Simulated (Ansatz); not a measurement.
Two structures of BNH$_{6}$ClF, singlet, reached by relaxing down either side of one saddle point (PBE0-D4/def2-TZVP). Energies are electronic, without zero-point energy. Program: Ansatz 0.2.0. Basis: def2-TZVPP and def2-QZVPP. Cores are frozen in the correlated methods. Extrapolation: Hartree–Fock as exp(−7.88 √X), correlation as X^−2.97. First:

B1  (-0.485, -0.334, -0.899)
Cl2  (0.497, 1.185, -1.441)
H3  (-1.593, -0.284, -1.359)
H4  (0.137, -1.335, -1.129)
H5  (0.330, -0.126, 1.119)
N6  (-0.602, -0.200, 0.700)
H7  (1.818, 0.884, 0.051)
F8  (2.099, 0.589, 0.911)
H9  (-1.076, -1.012, 1.085)
H10  (-1.126, 0.631, 0.962)
(Å)

Second:

```tsv
atom	x (Å)	y (Å)	z (Å)
B1	-0.9970	-0.5478	-0.6347
Cl2	2.0819	1.1307	-1.8893
H3	-1.5171	0.3632	-1.2011
H4	-0.4989	-1.4689	-1.2043
H5	0.6035	0.3407	0.9926
N6	-0.9432	-0.5201	0.7727
H7	2.0286	1.1122	-0.5983
F8	1.4220	0.7951	1.1514
H9	-0.6815	-1.3373	1.3042
H10	-1.4982	0.1322	1.3068
```

Problem. Which bonds change from the first to the second?

Solution. BH₂Cl ([BH2][Cl]) + NH₃ + HF → BNH₄ ([BH2][NH2]) + HCl + HF; bonds formed: Cl2–H7, H5–F8; dative contacts that become bonds: B1–N6; bonds broken: B1–Cl2, H5–N6, H7–F8.

Problem. Give the saddle point's structure and its height above each. (To be estimated.)

Solution. The calculation gives: 122.3 kJ/mol above the first and 37.6 kJ/mol above the second (CCSD(T) at an estimated basis limit (MP2 extrapolated from triple and quadruple zeta, plus CCSD(T) − MP2 in triple zeta)).
```csv
atom,x (Å),y (Å),z (Å)
B1,-0.7051,-0.3907,-0.7895
Cl2,1.2782,0.6869,-1.5577
H3,-1.4383,0.3964,-1.3026
H4,-0.4420,-1.4308,-1.3083
H5,0.5908,0.3369,1.0606
N6,-0.5837,-0.3268,0.6907
H7,1.6182,0.8985,-0.2568
F8,1.5044,0.8525,1.1850
H9,-0.5066,-1.2315,1.1380
H10,-1.3157,0.2086,1.1408
```

T1 diagnostic: at most 0.011.

Labels in which every atom is bracketed show which atoms are joined, not bond orders.

For scale, one of the runs: CCSD(T)/def2-TZVPP, 219 basis functions, launched by `ansatz run in.yaml --threads 4 --pin off --events-out ev --progress --plain --max-ram 9574MiB`. Time: 89 s of wall clock on 4 CPU threads of an Arm Neoverse V1; the host was shared. Peak host memory: 3.5 GiB.
